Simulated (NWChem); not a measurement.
Program: NWChem. System: hydrogen bromide (HBr), charge 0, spin multiplicity 1, at a geometry optimised with B3LYP/def2-SVP. Level: RHF/def2-TZVP.

Input file:

```
start mol
memory heap 200 mb stack 900 mb global 1100 mb
geometry units angstroms nocenter noautoz
  Br     0.000000     0.000000     0.039672
  H      0.000000     0.000000    -1.388521
  symmetry group C2v
end
basis spherical
  * library def2-tzvp
end
scf
  rhf
  nopen 0
  maxiter 100
  thresh 1e-7
  semidirect memsize 60000000 filesize 0
end
task scf energy
```

NWChem printed:

```
             Northwest Computational Chemistry Package (NWChem) 7.3.0
             --------------------------------------------------------

                                NWChem Input Module
                                -------------------

 Scaling coordinates for geometry "geometry" by  1.889725989
 (inverse scale =  0.529177249)

 Turning off AUTOSYM since
 SYMMETRY directive was detected!

                             Geometry "geometry" -> ""
                             -------------------------

 Output coordinates in angstroms (scale by  1.889725989 to convert to a.u.)

  No.       Tag          Charge          X              Y              Z
 ---- ---------------- ---------- -------------- -------------- --------------
    1 Br                  35.0000     0.00000000     0.00000000     0.03967200
    2 H                    1.0000     0.00000000     0.00000000    -1.38852100

 Effective nuclear repulsion energy (a.u.)      12.9682778973

            Nuclear Dipole moment (a.u.)
            ----------------------------
        X                 Y               Z
 ---------------- ---------------- ----------------
     0.0000000000     0.0000000000    -0.0000018897

      Symmetry information
      --------------------

 Group name             C2v
 Group number             16
 Group order               4
 No. of unique centers     2

      Symmetry unique atoms

     1    2


 Summary of "ao basis" -> "" (spherical)
 ------------------------------------------------------------------------------
       Tag                 Description            Shells   Functions and Types
 ---------------- ------------------------------  ------  ---------------------
 *                         def2-tzvp                  on all atoms

 Summary of "ao basis" -> "ao basis" (spherical)
 ------------------------------------------------------------------------------
       Tag                 Description            Shells   Functions and Types
 ---------------- ------------------------------  ------  ---------------------
 Br                        def2-tzvp                16       48   6s5p4d1f
 H                         def2-tzvp                 4        6   3s1p

                                 NWChem SCF Module
                                 -----------------

  ao basis        = "ao basis"
  functions       =    54
  atoms           =     2
  closed shells   =    18
  open shells     =     0
  charge          =   0.00
  wavefunction    = RHF
  use symmetry    = T
  symmetry adapt  = T

 Summary of "ao basis" -> "ao basis" (spherical)
 ------------------------------------------------------------------------------
       Tag                 Description            Shells   Functions and Types
 ---------------- ------------------------------  ------  ---------------------
 Br                        def2-tzvp                16       48   6s5p4d1f
 H                         def2-tzvp                 4        6   3s1p

      Symmetry analysis of basis
      --------------------------

        a1         25
        a2          5
        b1         12
        b2         12

 Forming initial guess at       0.1s

      Superposition of Atomic Density Guess
      -------------------------------------

 Sum of atomic energies:       -2572.89880928

      Non-variational initial energy
      ------------------------------

 Total energy =   -2572.965515
 1-e energy   =   -3608.072257
 2-e energy   =    1022.138464
 HOMO         =      -0.402358
 LUMO         =       0.054733

      Symmetry analysis of molecular orbitals - initial
      -------------------------------------------------

 !! scf_movecs_sym_adapt:   34 vectors were symmetry contaminated

  Symmetry fudging

 !! scf_movecs_sym_adapt:   34 vectors were symmetry contaminated

  Numbering of irreducible representations:

     1 a1          2 a2          3 b1          4 b2

  Orbital symmetries:

     1 a1          2 a1          3 a1          4 b1          5 b2
     6 a1          7 a1          8 b2          9 b1         10 a1
    11 b2         12 b1         13 a1         14 a2         15 a1
    16 a1         17 b1         18 b2         19 a1         20 a1
    21 b1         22 b2         23 a1         24 b1         25 b2
    26 a1         27 a2         28 a1

 Starting SCF solution at       1.7s

 ----------------------------------------------
         Quadratically convergent ROHF

 Convergence threshold     :          1.000E-07
 Maximum no. of iterations :          100
 Final Fock-matrix accuracy:          1.000E-09
 ----------------------------------------------

              iter       energy          gnorm     gmax       time
             ----- ------------------- --------- --------- --------
                 1    -2572.9858431175  3.68D-01  1.83D-01      1.7
                 2    -2572.9989490629  1.51D-01  5.79D-02      1.7
                 3    -2573.0006491684  1.33D-02  5.38D-03      1.7
                 4    -2573.0006717591  1.60D-04  6.79D-05      1.7
                 5    -2573.0006717628  4.45D-09  1.62D-09      1.8

       Final RHF  results
       ------------------

         Total SCF energy =  -2573.000671762816
      One-electron energy =  -3608.973951273186
      Two-electron energy =   1023.005001613063
 Nuclear repulsion energy =     12.968277897308

        Time for solution =      0.1s

       Symmetry analysis of molecular orbitals - final
       -----------------------------------------------

  Numbering of irreducible representations:

     1 a1          2 a2          3 b1          4 b2

  Orbital symmetries:

     1 a1          2 a1          3 a1          4 b2          5 b1
     6 a1          7 a1          8 b2          9 b1         10 a1
    11 b2         12 b1         13 a1         14 a2         15 a1
    16 a1         17 b2         18 b1         19 a1         20 a1
    21 b2         22 b1         23 a1         24 b1         25 b2
    26 a1         27 a2         28 a1

             Final eigenvalues
             -----------------

              1
    1 -490.0325
    2  -65.1752
    3  -58.5304
    4  -58.5290
    5  -58.5290
    6   -9.8491
    7   -7.4613
    8   -7.4544
    9   -7.4544
   10   -3.2042
   11   -3.2002
   12   -3.2002
   13   -3.1919
   14   -3.1919
   15   -1.0309
   16   -0.5799
   17   -0.4337
   18   -0.4337
   19    0.1100
   20    0.2846
   21    0.3688
   22    0.3688
   23    0.3816
   24    0.4273
   25    0.4273
   26    0.4563
   27    0.4563
   28    0.6935

                       ROHF Final Molecular Orbital Analysis
                       -------------------------------------

 Vector   16  Occ=2.000000D+00  E=-5.799325D-01  Symmetry=a1
              MO Center=  2.9D-15, -2.0D-15, -2.9D-01, r^2= 1.6D+00
   Bfn.  Coefficient  Atom+Function         Bfn.  Coefficient  Atom+Function
  ----- ------------  ---------------      ----- ------------  ---------------
    18      0.399801  1 Br pz                12     -0.283006  1 Br pz
    50     -0.266660  2 H  s                  6      0.244259  1 Br s
    15      0.243445  1 Br pz                 5      0.193046  1 Br s
    21      0.156827  1 Br pz                49     -0.151980  2 H  s

 Vector   17  Occ=2.000000D+00  E=-4.337246D-01  Symmetry=b2
              MO Center= -1.5D-30,  1.4D-15,  1.3D-02, r^2= 1.5D+00
   Bfn.  Coefficient  Atom+Function         Bfn.  Coefficient  Atom+Function
  ----- ------------  ---------------      ----- ------------  ---------------
    17      0.541508  1 Br py                11     -0.352125  1 Br py
    20      0.317524  1 Br py                14      0.313138  1 Br py

 Vector   18  Occ=2.000000D+00  E=-4.337246D-01  Symmetry=b1
              MO Center=  3.3D-17,  3.9D-30,  1.3D-02, r^2= 1.5D+00
   Bfn.  Coefficient  Atom+Function         Bfn.  Coefficient  Atom+Function
  ----- ------------  ---------------      ----- ------------  ---------------
    16      0.541508  1 Br px                10     -0.352125  1 Br px
    19      0.317524  1 Br px                13      0.313138  1 Br px

 Vector   19  Occ=0.000000D+00  E= 1.099791D-01  Symmetry=a1
              MO Center=  8.9D-15, -2.2D-14, -8.1D-01, r^2= 4.1D+00
   Bfn.  Coefficient  Atom+Function         Bfn.  Coefficient  Atom+Function
  ----- ------------  ---------------      ----- ------------  ---------------
    51      1.593219  2 H  s                  6     -0.962407  1 Br s
    21      0.932499  1 Br pz                18      0.199842  1 Br pz
    12     -0.161501  1 Br pz                15      0.161371  1 Br pz

 Vector   20  Occ=0.000000D+00  E= 2.845812D-01  Symmetry=a1
              MO Center= -5.8D-14, -4.7D-14, -7.6D-01, r^2= 3.9D+00
   Bfn.  Coefficient  Atom+Function         Bfn.  Coefficient  Atom+Function
  ----- ------------  ---------------      ----- ------------  ---------------
    51      1.014619  2 H  s                 50     -0.823089  2 H  s
    21     -0.569400  1 Br pz                39     -0.361918  1 Br d  0
    18      0.263741  1 Br pz                 6     -0.163633  1 Br s

 Vector   21  Occ=0.000000D+00  E= 3.688269D-01  Symmetry=b2
              MO Center=  1.5D-28,  7.7D-14, -1.8D-02, r^2= 4.5D+00
   Bfn.  Coefficient  Atom+Function         Bfn.  Coefficient  Atom+Function
  ----- ------------  ---------------      ----- ------------  ---------------
    20      1.493985  1 Br py                17     -1.272770  1 Br py
    11      0.202708  1 Br py

 center of mass
 --------------
 x =   0.00000000 y =   0.00000000 z =   0.04135741

 moments of inertia (a.u.)
 ------------------
           7.249598731626           0.000000000000           0.000000000000
           0.000000000000           7.249598731626           0.000000000000
           0.000000000000           0.000000000000           0.000000000000

  Mulliken analysis of the total density
  --------------------------------------

    Atom       Charge   Shell Charges
 -----------   ------   -------------------------------------------------------
    1 Br  35    35.21   2.00  2.00  1.16  0.78  0.99  1.00  6.00  5.94  1.26  2.76  1.28  8.99  1.02 -0.00  0.04  0.01
    2 H    1     0.79   0.21  0.47  0.08  0.03

       Multipole analysis of the density wrt the origin
       ------------------------------------------------

     L   x y z        total         open         nuclear
     -   - - -        -----         ----         -------
     0   0 0 0     -0.000000      0.000000     36.000000

     1   1 0 0     -0.000000      0.000000      0.000000
     1   0 1 0      0.000000      0.000000      0.000000
     1   0 0 1     -0.400772      0.000000     -0.000002

     2   2 0 0    -14.929562      0.000000      0.000000
     2   1 1 0      0.000000      0.000000      0.000000
     2   1 0 1      0.000000      0.000000      0.000000
     2   0 2 0    -14.929562      0.000000      0.000000
     2   0 1 1     -0.000000      0.000000      0.000000
     2   0 0 2    -11.589015      0.000000      7.081692

 Task  times  cpu:        1.8s     wall:        1.8s

 Total times  cpu:        1.8s     wall:        1.8s
```
